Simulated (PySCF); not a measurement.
Exercise with solution: chemical shift, span and skew from a shielding tensor

Ge(H)2(F)(OMe) (CH5FGeO), SMILES C[O][GeH2][F]. Atoms are numbered in the order given.

```xyz
9

Ge     0.5531     0.0620    -0.3031
F      0.8606     0.8667     1.2113
O     -0.8868    -0.9282    -0.0966
C     -2.1413    -0.3433     0.1408
H      1.7062    -0.9012    -0.5724
H      0.2948     1.1858    -1.3184
H     -2.2092     0.0896     1.1544
H     -2.3823     0.4537    -0.5887
H     -2.9109    -1.1250     0.0503
```

Geometry optimised at PBE0-D3(BJ)/def2-SVP. Other conformers were not sampled.

GIAO shieldings from PBE/pcSseg-1 (PySCF), non-relativistic, no solvent. The symmetric part of the tensor of C4 has the principal values 91.2, 95.6, 179.5 ppm. The same nucleus in TMS has σ = 182.0 ppm at this level (PySCF, at its B3LYP-D3(BJ)/def2-TZVP geometry).

Work out the isotropic shielding, the ¹³C shift against TMS, the span and the skew.


σ(iso) = (σ11 + σ22 + σ33)/3 = 122.1 ppm. δ = σ(ref) − σ(iso) = 182.0 − (122.1) = 59.9 ppm.
Span Ω = σ33 − σ11 = 88.3 ppm. Skew κ = 3(σ(iso) − σ22)/Ω = 0.90. Tumbling in solution averages the tensor to δ; in a static solid the shielding alone would spread this spin-1/2 line over Ω.
